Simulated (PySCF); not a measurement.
# Dipole response of Fe+ (iron, charge +1)

[Ar] 3d6 4s1, high-spin 6D determinant. All numbers are calculated (PySCF 2.14, scalar relativity by spin-free X2C-1e, in ANO-RCC-VTZP). Coupled (time-dependent) response in atomic units; α is the mean over directions. The basis has no added diffuse functions, which lowers α and C₆.

```csv
method,mean α (bohr³),"α xx, yy, zz",C₆ (like pair),S(−4)
LC-wPBE,29.16,"28.43, 28.43, 30.62",145.4,752.9
```

S(−4) is the Cauchy moment in α(ω) = α(0) + S(−4) ω² + …

α(iu) at LC-wPBE:

```tsv
u (hartree)	α(iu) (bohr³)
0	29.16
0.0500	27.41
0.100	23.36
0.200	15.29
0.300	10.32
0.500	5.806
0.750	3.702
1.00	2.752
1.50	1.837
2.00	1.352
3.00	0.8184
5.00	0.3830
```

For an ion, C₆ is the dispersion term alone; charge-induced terms of lower order in 1/R come first.

The components differ because the open shell of this determinant is not spherical; for a pure term their mean is the scalar polarisability.
